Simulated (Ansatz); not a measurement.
Geometry optimisation, RKS LDA/def2-SVP (Ansatz 0.2.0).

input.yaml

```yaml
crystal:
  periodic: [false, false, false]
  atoms:
    - { symbol: C, position_ang: [-2.427, 0.1425, -0.8271] }
    - { symbol: B, position_ang: [-0.9874, -0.328, -0.6684] }
    - { symbol: "N", position_ang: [-0.5794, -0.9795, 0.6207] }
    - { symbol: Al, position_ang: [0.9729, 0.057, 1.349] }
    - { symbol: C, position_ang: [2.5407, 0.3477, 0.248] }
    - { symbol: H, position_ang: [-3.0487, 0.0222, 0.0927] }
    - { symbol: H, position_ang: [-2.4409, 1.2768, -1.0555] }
    - { symbol: H, position_ang: [-2.9191, -0.3383, -1.6843] }
    - { symbol: H, position_ang: [-0.2243, -0.2139, -1.5311] }
    - { symbol: H, position_ang: [-0.1678, -1.9231, 0.4152] }
    - { symbol: H, position_ang: [0.7959, 0.6251, 2.8587] }
    - { symbol: H, position_ang: [2.4431, -0.1266, -0.7064] }
    - { symbol: H, position_ang: [2.6387, 1.4715, 0.1084] }
    - { symbol: H, position_ang: [3.3905, -0.0625, 0.8088] }
basis:
  gaussian: { orbitals: def2-SVP }
hamiltonian:
  xc: lda
relax:
  f_tol: 0.015
  max_steps: 40
```

Command:

```bash
$ ansatz run input.yaml --threads 2 --pin off --max-ram 3072MiB --backend cpu --events-out ev --progress --plain --runs-dir out
```

Problem. Where does it end, and by what steps?

Solution. The forces met the threshold. After 22 steps the energy has fallen by 1.842 eV; H10 moved furthest, 1.93 Å.

```tsv
step	energy less start (eV)	largest force component (eV/Å)	accepted
0	0.0000	2.861	yes
1	-0.5054	1.629	yes
2	-0.7049	0.700	yes
3	-0.8919	0.588	yes
4	-1.0491	0.681	yes
5	-1.1831	0.252	yes
6	-1.3084	0.348	yes
7	-1.4038	0.793	yes
8	-1.5224	0.489	yes
9	-1.6086	0.242	yes
10	-1.6772	0.330	yes
11	-1.7057	0.576	yes
12	-1.7611	0.433	yes
13	-1.8064	0.181	yes
14	-1.8203	0.204	yes
15	-1.8264	0.241	yes
16	-1.8334	0.123	yes
17	-1.8377	0.072	yes
18	-1.8401	0.056	yes
19	-1.8404	0.070	yes
20	-1.8413	0.049	yes
21	-1.8415	0.024	yes
22	-1.8417	0.004	yes
```

```xyz
14
Properties=species:S:1:pos:R:3
C -2.450 0.140 -0.368
B -1.309 -0.696 -1.027
N 0.049 -0.611 -0.644
Al 0.831 0.408 0.632
C 2.749 0.268 0.878
H -2.137 0.819 0.453
H -2.964 0.745 -1.150
H -3.239 -0.545 0.019
H -1.594 -1.477 -1.935
H 0.672 -1.228 -1.183
H -0.085 1.382 1.505
H 3.243 -0.447 0.186
H 3.234 1.261 0.744
H 2.987 -0.048 1.919
```

The run took 21 s on 2 threads of Intel(R) Xeon(R) 6975P-C (Granite Rapids) (shared host), peak memory 0.17 GiB.
